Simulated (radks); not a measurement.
Values are calculated unless marked as measured or tabulated.
Problem. All-electron atom: Xe6+ in [Kr] 4d10 5s2. Code: a radial shooting solver on a logarithmic mesh with Libxc functionals. Model: scalar-relativistic Kohn-Sham, BLYP, spin-polarised, spherical densities, finite nucleus; Fermi nuclear charge, rms radius 4.7859 fm. Some entries of the table are withheld. Estimate them.

orbital  occ.  eigenvalue (hartree)  r(max) (bohr)
1s          2             -1266.153        0.01716
2s          2             -199.4533        0.09696
2p          6             -179.2856        0.07779
3s          2             -43.02798            (1)
3p          6             -36.51353         0.2728
3d         10             -26.84695         0.2258
4s          2             -10.02793            (2)
4p          6              -7.95818         0.6921
4d         10              -4.93112         0.7450
5s          2              -3.17207          1.523
5p          0              -2.61342          1.689
6s          0              -1.56098          3.063

Solution. 
(1) 3s r(max) (bohr): 0.2789
(2) 4s r(max) (bohr): 0.6602
